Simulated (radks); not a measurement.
Species: the sulfur ion S5+. Configuration: [Ne] 3s1. Method: Dirac Kohn-Sham, LDA (Slater exchange, Perdew-Wang correlation), spin-unpolarised, spherical densities, point nucleus; computed with a radial shooting solver on a logarithmic mesh with Libxc functionals.

Normalised radial functions P(r) = r R(r) (large component), r in bohr:

r,1s1/2
0.01116,1.1724
0.01259,1.2912
0.01408,1.4092
0.01575,1.5337
0.01775,1.6735
0.01986,1.8088
0.02239,1.9574
0.02504,2.0974
0.02824,2.2462
0.03158,2.3809
0.03561,2.5167
0.03983,2.6314
0.04491,2.7363
0.05023,2.8126
0.05664,2.8654
0.06335,2.8829
0.07085,2.8654
0.07989,2.8041
0.08936,2.7053
0.1007,2.5546
0.1127,2.3746
0.1271,2.1447
0.1421,1.9031
0.1602,1.6260
0.1792,1.3617
0.2021,1.0857
0.226,0.8460
0.2528,0.6329
0.285,0.4408
0.3188,0.2984
0.3595,0.1845
0.4021,0.1103
0.4533,0.0588
0.5071,0.0301
0.5717,0.0133
0.6395,0.0056
0.721,0.0020
0.8064,0.0007
0.9093,0.0002
1.017,0.0000
1.138,0.0000
1.283,0.0000
1.435,0.0000
1.617,0.0000
1.809,0.0000
2.04,0.0000
2.282,0.0000
2.572,0.0000
2.877,0.0000
3.244,0.0000
3.629,0.0000
4.091,0.0000
4.576,0.0000

1s1/2: eigenvalue -2480.7 eV, 0 radial nodes, <r> = 0.0971 bohr, 90 % of the charge inside 0.174 bohr.
